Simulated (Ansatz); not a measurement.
```yaml
crystal:
  periodic: [false, false, false]
  atoms:
    - {symbol: P, position_ang: [-0.205939, 0.729151, -1.668671]}
    - {symbol: Ge, position_ang: [0.824450, 0.078699, 0.304005]}
    - {symbol: S, position_ang: [-0.316335, -1.424107, 1.489881]}
    - {symbol: H, position_ang: [-0.637213, -0.589081, -1.971775]}
    - {symbol: H, position_ang: [-1.421085, 1.064241, -1.013105]}
    - {symbol: H, position_ang: [1.079787, 1.336547, 1.153739]}
    - {symbol: H, position_ang: [2.152171, -0.623911, -0.015680]}
    - {symbol: H, position_ang: [-1.383735, -0.628539, 1.665905]}
basis:
  gaussian: {orbitals: ANO-RCC-VTZP}
magnetization: {spin_polarized: true, initial_magnetization: 1}
hamiltonian: {xc: {name: LC-wPBE}}
scf: {lower_state_search: light}
output: {forces: true}
```

```sh
$ ansatz run in.yaml --threads 2 --pin off --events-out ev --progress --plain --max-ram 4352MiB
```

Output, abridged:

```
Error: a molecule whose nuclei and cores have a total charge of 68 cannot have a net charge of 0 together with 1 unpaired electrons
```

Something in this input is off. What?

The number of unpaired electrons doesn't fit the electron count. The input was rejected before any iteration.
